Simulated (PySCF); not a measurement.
## Si⁺ (silicon, charge +1) across methods

[Ne] 3s1 3p2, high-spin 4P determinant (an excited configuration). Calculation: PySCF 2.14, in aug-cc-pCVTZ-DK with one added diffuse shell each of s, p, d, f type (9s8p6d4f, 91 functions); scalar relativity by spin-free X2C-1e.

```csv
method,E (hartree),mean ε 2p β (eV),mean ε 3s α (eV),mean ε 3p α (eV),Σ⟨r²⟩ (bohr²),⟨S²⟩
PBE,-289.3456,-105.81,-20.767,-13.215,20.83,3.750
MN15,-289.4949,-111.41,-22.500,-14.535,20.79,3.750
wB97X,-289.4863,-112.99,-25.106,-16.654,20.77,3.750
BP86,-289.5170,-105.95,-20.820,-13.243,20.76,3.750
TPSSh,-289.5057,-108.36,-21.582,-13.732,20.73,3.750
PBE0,-289.3741,-111.13,-22.508,-14.412,20.78,3.750
LDA,-288.3176,-105.86,-20.765,-13.148,20.89,3.750
UHF,-289.03408,-125.86,-27.243,-17.591,20.98,3.750
r2SCAN,-289.4768,-107.77,-21.305,-13.505,20.71,3.750
```
